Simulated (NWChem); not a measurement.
System: phosphorus nitride (PN); SMILES P#N

Input file for NWChem:

```
start job
memory heap 200 mb stack 900 mb global 1100 mb
geometry units angstroms noautosym nocenter noautoz
  N      0.000000     0.000000     1.004870
  P      0.000000     0.000000    -0.474538
end
basis spherical
  * library 6-31+g*
end
dft
  xc pbe0
  iterations 150
end
property
  response 1 0.0
end
task dft property
```

NWChem printed, in part:

```
             Northwest Computational Chemistry Package (NWChem) 7.3.0
             --------------------------------------------------------

                             Geometry "geometry" -> ""
                             -------------------------

 Output coordinates in angstroms (scale by  1.889725989 to convert to a.u.)

  No.       Tag          Charge          X              Y              Z
 ---- ---------------- ---------- -------------- -------------- --------------
    1 N                    7.0000     0.00000000     0.00000000     1.00487000
    2 P                   15.0000     0.00000000     0.00000000    -0.47453800

 Effective nuclear repulsion energy (a.u.)      37.5580037048

                              NWChem Property Module
                              ----------------------

                                 NWChem DFT Module
                                 -----------------

 Summary of "ao basis" -> "ao basis" (spherical)
 ------------------------------------------------------------------------------
       Tag                 Description            Shells   Functions and Types
 ---------------- ------------------------------  ------  ---------------------
 N                          6-31+g*                  8       18   4s3p1d
 P                          6-31+g*                 10       22   5s4p1d

            General Information
            -------------------
          SCF calculation type: DFT
          Wavefunction type:  closed shell.
          No. of atoms     :     2
          No. of electrons :    22
           Alpha electrons :    11
            Beta electrons :    11
          Charge           :     0
          Spin multiplicity:     1
          Use of symmetry is: off; symmetry adaption is: off
          Maximum number of iterations: 150
          AO basis - number of functions:    40
                     number of shells:    18
          Convergence on energy requested:  1.00D-06
          Convergence on density requested:  1.00D-05
          Convergence on gradient requested:  5.00D-04

              XC Information
              --------------
                         PBE0 Method XC Functional
                     Hartree-Fock (Exact) Exchange  0.250
          PerdewBurkeErnzerhof Exchange Functional  0.750
            Perdew 1991 LDA Correlation Functional  1.000 local
           PerdewBurkeErnz. Correlation Functional  1.000 non-local

             Grid Information
             ----------------
          Grid used for XC integration:  medium
          Radial quadrature: Mura-Knowles
          Angular quadrature: Lebedev.
          Tag              B.-S. Rad. Rad. Pts. Rad. Cut. Ang. Pts.
          ---              ---------- --------- --------- ---------
          N                   0.65       49          10.0       434
          P                   1.00       88          10.0       590
          Grid pruning is: on
          Number of quadrature shells:   137
          Spatial weights used:  Erf1

      Superposition of Atomic Density Guess
      -------------------------------------

 Sum of atomic energies:        -394.92656384

      Non-variational initial energy
      ------------------------------

 Total energy =    -395.158084
 1-e energy   =    -619.426269
 2-e energy   =     186.710182
 HOMO         =      -0.350331
 LUMO         =      -0.061134

   convergence    iter        energy       DeltaE   RMS-Dens  Diis-err
 ---------------- ----- ----------------- --------- --------- ---------
 d= 0,ls=0.0,diis     1   -395.7698865982 -4.33D+02  5.21D-02  5.16D-01
 d= 0,ls=0.0,diis     2   -395.2061331362  5.64D-01  3.99D-02  4.21D+00
 d= 0,ls=0.0,diis     3   -395.8472542374 -6.41D-01  2.42D-03  1.08D-02
 d= 0,ls=0.0,diis     4   -395.8485469485 -1.29D-03  7.00D-04  8.58D-04
 d= 0,ls=0.0,diis     5   -395.8486816897 -1.35D-04  6.28D-05  5.91D-06
 d= 0,ls=0.0,diis     6   -395.8486826811 -9.91D-07  1.96D-05  9.08D-07
 d= 0,ls=0.0,diis     7   -395.8486828041 -1.23D-07  4.13D-06  3.92D-08

         Total DFT energy =     -395.848682804088
      One electron energy =     -620.372357051377
           Coulomb energy =      216.816072537508
    Exchange-Corr. energy =      -29.850401995058
 Nuclear repulsion energy =       37.558003704839

 Numeric. integr. density =       22.000001600602

                       DFT Final Molecular Orbital Analysis
                       ------------------------------------

 Vector    9  Occ=2.000000D+00  E=-3.541840D-01
              MO Center= -2.2D-10,  2.3D-10,  3.9D-01, r^2= 1.5D+00
   Bfn.  Coefficient  Atom+Function         Bfn.  Coefficient  Atom+Function
  ----- ------------  ---------------      ----- ------------  ---------------
    26      0.335076  2 P  py                 4      0.328667  1 N  py
    25     -0.309770  2 P  px                 3     -0.303846  1 N  px
     8      0.208724  1 N  py                 7     -0.192960  1 N  px
    22     -0.128849  2 P  py                30      0.123106  2 P  py
    21      0.119118  2 P  px                29     -0.113809  2 P  px

 Vector   10  Occ=2.000000D+00  E=-3.541840D-01
              MO Center= -1.1D-09, -1.1D-09,  3.9D-01, r^2= 1.5D+00
   Bfn.  Coefficient  Atom+Function         Bfn.  Coefficient  Atom+Function
  ----- ------------  ---------------      ----- ------------  ---------------
    25      0.335076  2 P  px                 3      0.328667  1 N  px
    26      0.309770  2 P  py                 4      0.303846  1 N  py
     7      0.208724  1 N  px                 8      0.192960  1 N  py
    21     -0.128849  2 P  px                29      0.123106  2 P  px
    22     -0.119118  2 P  py                30      0.113809  2 P  py

 Vector   11  Occ=2.000000D+00  E=-3.439546D-01
              MO Center=  2.9D-09,  2.2D-09,  5.4D-01, r^2= 1.9D+00
   Bfn.  Coefficient  Atom+Function         Bfn.  Coefficient  Atom+Function
  ----- ------------  ---------------      ----- ------------  ---------------
     5      0.506014  1 N  pz                27     -0.478185  2 P  pz
     6      0.298240  1 N  s                  9      0.217974  1 N  pz
    28      0.204684  2 P  s                 23      0.181811  2 P  pz
     2      0.127882  1 N  s                 31     -0.108892  2 P  pz
    10      0.069447  1 N  s                  1     -0.059794  1 N  s

 Vector   12  Occ=0.000000D+00  E=-8.596645D-02
              MO Center= -2.2D-09, -2.1D-09, -1.1D-01, r^2= 2.8D+00
   Bfn.  Coefficient  Atom+Function         Bfn.  Coefficient  Atom+Function
  ----- ------------  ---------------      ----- ------------  ---------------
    29      0.382318  2 P  px                25      0.368000  2 P  px
    30      0.329348  2 P  py                 3     -0.320514  1 N  px
    26      0.317013  2 P  py                 7     -0.287939  1 N  px
     4     -0.276106  1 N  py                 8     -0.248045  1 N  py
    11     -0.206567  1 N  px                12     -0.177947  1 N  py

 Vector   13  Occ=0.000000D+00  E=-8.596645D-02
              MO Center=  3.9D-10, -4.1D-10, -1.1D-01, r^2= 2.8D+00
   Bfn.  Coefficient  Atom+Function         Bfn.  Coefficient  Atom+Function
  ----- ------------  ---------------      ----- ------------  ---------------
    30      0.382318  2 P  py                26      0.368000  2 P  py
    29     -0.329348  2 P  px                 4     -0.320514  1 N  py
    25     -0.317013  2 P  px                 8     -0.287939  1 N  py
     3      0.276106  1 N  px                 7      0.248045  1 N  px
    12     -0.206567  1 N  py                11      0.177947  1 N  px

 Vector   14  Occ=0.000000D+00  E= 1.544385D-02
              MO Center= -4.5D-09,  3.0D-09,  4.2D-01, r^2= 9.1D+00
   Bfn.  Coefficient  Atom+Function         Bfn.  Coefficient  Atom+Function
  ----- ------------  ---------------      ----- ------------  ---------------
    32     -2.210908  2 P  s                 10      2.149035  1 N  s
    35     -0.871936  2 P  pz                31     -0.840990  2 P  pz
    28     -0.661351  2 P  s                 13     -0.441540  1 N  pz
     6      0.414684  1 N  s                 27     -0.175190  2 P  pz
     9     -0.166497  1 N  pz                24      0.154446  2 P  s

     Multipole analysis of the density
     ---------------------------------

     L   x y z        total         alpha         beta         nuclear
     -   - - -        -----         -----         ----         -------
     0   0 0 0     -0.000000    -11.000000    -11.000000     22.000000

     1   1 0 0     -0.000000     -0.000000     -0.000000      0.000000
     1   0 1 0     -0.000000     -0.000000     -0.000000      0.000000
     1   0 0 1     -1.091011     -0.466156     -0.466156     -0.158699

     2   2 0 0    -13.009463     -6.504731     -6.504731      0.000000
     2   1 1 0      0.000000      0.000000      0.000000      0.000000
     2   1 0 1      0.000000      0.000000      0.000000      0.000000
     2   0 2 0    -13.009463     -6.504731     -6.504731      0.000000
     2   0 1 1      0.000000      0.000000      0.000000      0.000000
     2   0 0 2    -15.212742    -26.258291    -26.258291     37.303840

 *** CALLING NEW AORESP DRIVER FOR CLOSED AND OPEN SHELLS ***
 Entering AOResponse driver routine

--------------------------------------------------------------------------------

          -----------------------------------------------
          Solving response equations for perturbing field
          -----------------------------------------------

 number of frequencies:     1
 frequency in a.u.:  0.0000000E+00
 Perturbing field: electric
 Using El. Dipole Length Gauge

 Setting up CPKS with frequency omega =      0.00000000 a.u.

 STATIC response

                                NWChem CPHF Module
                                ------------------

  scftype          =     RHF
  nclosed          =       11
  nopen            =        0
  variables        =      319
  # of vectors     =        3
  tolerance        = 0.10D-03
  level shift      = 0.00D+00
  max iterations   =       50
  max subspace     =       30

 SCF residual:    1.6043838602453106E-005

Iterative solution of linear equations
  No. of variables      319
  No. of equations        3
  Maximum subspace       30
        Iterations       50
       Convergence  1.0D-04

   iter   nsub   residual    time
   ----  ------  --------  ---------
     1      3    1.45D+01       2.0
     2      6    3.64D+00       2.5
     3      9    2.49D-01       3.0
     4     12    2.83D-02       3.6
     5     15    4.17D-03       4.1
     6     18    5.69D-04       4.7
     7     21    4.50D-05       5.3

 Electric Dipole Response Matrix (nonzero elements):

              1        2        3
    1   16.9576  -0.0000   0.0000
    2   -0.0000  16.9576  -0.0000
    3    0.0000  -0.0000  36.1304

 ------------------------------------------
 average:        23.34855 + I       0.00000

 DFT Linear Response polarizability / au
 Frequency  =       0.0000000 / au
              X              Y              Z
 -----------------------------------------------
 X      16.9576236     -0.0000000      0.0000000
 Y      -0.0000000     16.9576236     -0.0000000
 Z       0.0000000     -0.0000000     36.1303961
 -----------------------------------------------
 Eigenvalues =      16.9576236     16.9576236     36.1303961
 Isotropic   =      23.3485478
 Anisotropic =      19.1727726
 -----------------------------------------------

 Magnetic Dipole Response Matrix (nonzero elements):

 Exiting AOResponse driver routine
```

Level: PBE0/6-31+G* (spherical d). Geometry: optimised at PBE0-D3(BJ)/def2-TZVP.
